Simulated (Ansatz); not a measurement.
`CC(Cl)[SiH2]Cl` and `CC(Cl)I` differ in one atom or group.

Ansatz, PBE0-D4/def2-TZVP geometries, multiplicity 1. Each molecule was computed in one conformer, which needn't be the lowest.

Elements past krypton have def2 core potentials.  Spin–orbit coupling is left out; it splits and shifts lone-pair levels of the heavy atoms by tenths of an eV.

```json
{"property": "HOMO energy (PBE/def2-TZVPP) / eV", "`CC(Cl)[SiH2]Cl`": "-6.90"}
{"property": "HOMO–LUMO gap (B3LYP/def2-TZVPP) / eV", "`CC(Cl)[SiH2]Cl`": "7.81"}
{"property": "size of the dipole moment (PBE/def2-TZVPP) / D", "`CC(Cl)[SiH2]Cl`": "0.97"}
{"property": "HOMO energy (PBE0/def2-TZVPP) / eV", "`CC(Cl)[SiH2]Cl`": "-8.21"}
{"property": "HOMO–LUMO gap (PBE0/def2-TZVPP) / eV", "`CC(Cl)[SiH2]Cl`": "8.26"}
{"property": "zero-point energy (PBE0-D4/def2-TZVP) / kJ/mol", "`CC(Cl)[SiH2]Cl`": "198.2"}
```

Problem. Give the same properties after the change, and the shifts. (An estimate is asked.)

Solution. Computed: 
```json
{"property": "HOMO energy (PBE/def2-TZVPP) / eV", "`CC(Cl)I`": "-6.33", "shift": "0.57"}
{"property": "HOMO–LUMO gap (B3LYP/def2-TZVPP) / eV", "`CC(Cl)I`": "5.67", "shift": "-2.14"}
{"property": "size of the dipole moment (PBE/def2-TZVPP) / D", "`CC(Cl)I`": "1.83", "shift": "0.86"}
{"property": "HOMO energy (PBE0/def2-TZVPP) / eV", "`CC(Cl)I`": "-7.50", "shift": "0.71"}
{"property": "HOMO–LUMO gap (PBE0/def2-TZVPP) / eV", "`CC(Cl)I`": "6.16", "shift": "-2.10"}
{"property": "zero-point energy (PBE0-D4/def2-TZVP) / kJ/mol", "`CC(Cl)I`": "148.4", "shift": "-49.8"}
```

With PBE0 the HOMO rises by 0.71 eV and the LUMO falls by 1.39 eV, so the gap narrows by about 2.10 eV. PBE moves the HOMO by 0.57 eV and ωB97M-V by 0.76 eV. The zero-point energy changes by -49.8 kJ/mol with -9 modes. Dipoles are sizes alone; their direction can turn.

Positive LUMOs are unbound, so they and the gaps depend on the basis.

B3LYP here is the variant with VWN-RPA as its local correlation; programs differ in this.
